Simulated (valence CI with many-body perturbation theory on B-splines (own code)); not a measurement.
## E1 transitions of Pr53+

Method: configuration interaction combined with many-body perturbation theory (CI+MBPT): four valence electrons over a frozen Dirac-Fock core [He], a basis of 11 s, 11 p, 10 d, 8 f, 5 g, 2 h functions for each j, with the one-electron correlation potential Σ1 (screened to all orders), the two-electron term Σ2, the three-electron term Σ3, Breit, model QED; selected single and double excitations, second order for the rest, scaled by the run's own slope (own B-spline code, finite nucleus).

No measured spectrum was set against this ion. As an estimate, large intervals hold to a few tenths of a per cent, small ones and those within an open d or f shell to about a per cent. Among the levels kept, up to 850 cm⁻¹ of a level comes from second order outside the variational space, and about a tenth of that is noise between levels of different J, which matters for small intervals.

Lines 151 to 200 of 549 in falling wavelength, among levels below 7941.6 eV, chosen from the strongest by gf and those to the six lowest levels. Wavelengths and rates use the calculated energies. Electric multipoles are in the length gauge, E1 and E2 with the static RPA response of the core. Weak lines are less certain than strong ones. Lines between different terms over intervals too small for the method are left out, as are lines whose strength nearly cancels. The highest levels of a list are the least certain.

Levels are named by their leading jj configuration (3d3/2^4 stands for four electrons in 3d with j = 3/2), which in mixed levels can hold well under half, so a name can repeat and another be missing. Letters in brackets count levels of one name in rising energy.

```
λ vac (Å)                           Upper                           Lower   A (s⁻¹)  log gf  Branch %
    46.15      (2s 2p1/2 2p3/2^2) J=2 [b]              (2s^2 2p3/2^2) J=2  1.57e+10   -1.60       0.6
    44.42          (2s 2p1/2^2 2p3/2) J=1          (2s^2 2p1/2 2p3/2) J=1  6.68e+09   -2.23       0.4
    41.88           (2p1/2^2 2p3/2^2) J=2          (2s 2p1/2 2p3/2^2) J=3  7.59e+10   -1.00       3.2
    18.32          (2s 2p3/2^2 3p3/2) J=4          (2s^2 2p3/2 3p3/2) J=3  2.62e+11   -0.93      24.7
    18.30          (2s 2p3/2^2 3d5/2) J=5          (2s^2 2p3/2 3d5/2) J=4  2.68e+11   -0.83      91.6
    18.27       (2p1/2 2p3/2^2 3d5/2) J=3  (2s 2p1/2 2p3/2 3d5/2) J=2 [c]  3.22e+11   -0.95       1.2
    18.24             (2s 2p3/2^2 3s) J=3             (2s^2 2p3/2 3s) J=2  3.50e+11   -0.91       1.0
    18.17          (2s 2p3/2^2 3d3/2) J=4          (2s^2 2p3/2 3d3/2) J=3  2.64e+11   -0.93       0.0
    18.13   (2p1/2 2p3/2^2 3p3/2) J=3 [a]  (2s 2p1/2 2p3/2 3p3/2) J=2 [c]  5.19e+11   -0.75       0.3
    18.09          (2s 2p3/2^2 3p1/2) J=3          (2s^2 2p3/2 3p1/2) J=2  3.10e+11   -0.97       0.2
    17.95      (2s 2p1/2 2p3/2^2) J=2 [a]          (2s^2 2p1/2 2p3/2) J=1  3.56e+11   -1.07      97.4
    17.94       (2p1/2 2p3/2^2 3d5/2) J=4  (2s 2p1/2 2p3/2 3d5/2) J=3 [c]  6.34e+11   -0.56      15.1
    17.79   (2p1/2 2p3/2^2 3p3/2) J=3 [b]  (2s 2p1/2 2p3/2 3p3/2) J=2 [d]  4.87e+11   -0.79       0.3
    17.57   (2p1/2 2p3/2^2 3d3/2) J=3 [b]  (2s 2p1/2 2p3/2 3d3/2) J=2 [d]  5.95e+11   -0.71       0.1
    17.46   (2p1/2 2p3/2^2 3p3/2) J=3 [a]          (2p1/2^2 2p3/2 3s) J=2  3.19e+11   -0.99       0.2
    17.41          (2s 2p1/2 2p3/2^2) J=3          (2s^2 2p1/2 2p3/2) J=2  3.35e+11   -0.97      97.0
    17.40       (2p1/2 2p3/2^2 3p3/2) J=4  (2s 2p1/2 2p3/2 3p3/2) J=3 [c]  9.64e+11   -0.40       0.6
    17.38   (2p1/2 2p3/2^2 3d3/2) J=3 [a]  (2s 2p1/2 2p3/2 3d3/2) J=2 [c]  3.24e+11   -0.99       0.3
    17.37   (2p1/2 2p3/2^2 3p1/2) J=2 [b]  (2s 2p1/2 2p3/2 3p1/2) J=1 [c]  9.05e+11   -0.69       0.4
    17.36       (2p1/2 2p3/2^2 3p1/2) J=3  (2s 2p1/2 2p3/2 3p1/2) J=2 [c]  5.55e+11   -0.76       0.2
    17.34       (2p1/2 2p3/2^2 3d3/2) J=4  (2s 2p1/2 2p3/2 3d5/2) J=3 [b]  4.00e+11   -0.79      10.0
    17.31          (2p1/2 2p3/2^2 3s) J=3     (2s 2p1/2 2p3/2 3s) J=2 [c]  5.23e+11   -0.78       1.7
    17.24       (2p1/2 2p3/2^2 3d3/2) J=4  (2s 2p1/2 2p3/2 3d3/2) J=3 [c]  4.07e+11   -0.79      10.2
    17.00   (2p1/2 2p3/2^2 3p3/2) J=2 [b]  (2s 2p1/2 2p3/2 3p3/2) J=1 [c]  8.61e+11   -0.73       0.5
    16.78                (2s 2p3/2^3) J=2              (2s^2 2p3/2^2) J=2  1.26e+12   -0.57      98.8
    16.75      (2s 2p3/2^2 3p3/2) J=3 [b]          (2s^2 2p3/2 3p3/2) J=2  5.91e+11   -0.76       0.4
    16.70      (2s 2p3/2^2 3d5/2) J=4 [b]          (2s^2 2p3/2 3d5/2) J=3  4.73e+11   -0.75       6.3
    16.66  (2s 2p1/2 2p3/2 3d5/2) J=3 [c]          (2s^2 2p1/2 3d5/2) J=2  1.33e+12   -0.41       0.8
    16.65  (2s 2p1/2 2p3/2 3d3/2) J=2 [c]          (2s^2 2p1/2 3d3/2) J=2  9.13e+11   -0.72       0.8
    16.63      (2s 2p3/2^2 3p3/2) J=1 [b]     (2s 2p1/2 2p3/2 3s) J=2 [c]  7.92e+11   -1.01       0.5
    16.63  (2s 2p1/2 2p3/2 3d5/2) J=4 [c]          (2s^2 2p1/2 3d5/2) J=3  1.22e+12   -0.34       0.6
    16.63           (2p1/2^2 2p3/2^2) J=2          (2s 2p1/2^2 2p3/2) J=1  1.03e+12   -0.67      42.9
    16.62             (2p1/2 2p3/2^3) J=1      (2s 2p1/2 2p3/2^2) J=1 [a]  1.40e+12   -0.76      36.4
    16.60      (2s 2p3/2^2 3p3/2) J=2 [c]          (2s^2 2p3/2 3p3/2) J=2  8.75e+11   -0.74       5.6
    16.58  (2s 2p1/2 2p3/2 3p3/2) J=3 [c]          (2s^2 2p1/2 3p3/2) J=2  1.34e+12   -0.41       1.5
    16.58      (2s 2p3/2^2 3d5/2) J=2 [b]          (2s^2 2p3/2 3d5/2) J=1  7.35e+11   -0.82       0.8
    16.55  (2s 2p1/2 2p3/2 3p3/2) J=2 [c]          (2s^2 2p1/2 3p3/2) J=1  6.59e+11   -0.87       0.7
    16.53      (2s 2p3/2^2 3d5/2) J=3 [c]          (2s^2 2p3/2 3d5/2) J=3  1.02e+12   -0.53       0.1
    16.53       (2p1/2^2 2p3/2 3d5/2) J=2          (2s 2p1/2^2 3d5/2) J=2  6.85e+11   -0.85       0.2
    16.53  (2s 2p1/2 2p3/2 3p1/2) J=1 [b]          (2s^2 2p1/2 3p1/2) J=1  1.25e+12   -0.81       0.2
    16.51   (2p1/2 2p3/2^2 3p3/2) J=2 [c]  (2s 2p1/2 2p3/2 3p3/2) J=2 [d]  7.02e+11   -0.84       0.4
    16.49  (2s 2p1/2 2p3/2 3d3/2) J=3 [c]          (2s^2 2p1/2 3d3/2) J=2  6.55e+11   -0.73       0.4
    16.48       (2p1/2^2 2p3/2 3p3/2) J=1          (2s 2p1/2^2 3p3/2) J=1  9.76e+11   -0.92       0.6
    16.47                   (2p3/2^4) J=0                (2s 2p3/2^3) J=1  4.99e+12   -0.69      98.0
    16.47             (2p1/2 2p3/2^3) J=2      (2s 2p1/2 2p3/2^2) J=2 [b]  2.16e+12   -0.36      59.9
    16.45   (2p1/2 2p3/2^2 3p3/2) J=3 [b]  (2s 2p1/2 2p3/2 3p3/2) J=3 [b]  8.15e+11   -0.64       0.5
    16.44  (2s 2p1/2 2p3/2 3p3/2) J=2 [c]          (2s^2 2p1/2 3p3/2) J=2  8.53e+11   -0.76       0.9
    16.43     (2s 2p1/2 2p3/2 3s) J=2 [c]             (2s^2 2p1/2 3s) J=1  8.43e+11   -0.77       2.3
    16.40  (2s 2p1/2 2p3/2 3d3/2) J=2 [d]          (2s^2 2p1/2 3d3/2) J=1  1.25e+12   -0.60       0.2
    16.40       (2p1/2^2 2p3/2 3d5/2) J=4          (2s 2p1/2^2 3d5/2) J=3  8.99e+11   -0.49      29.1
```
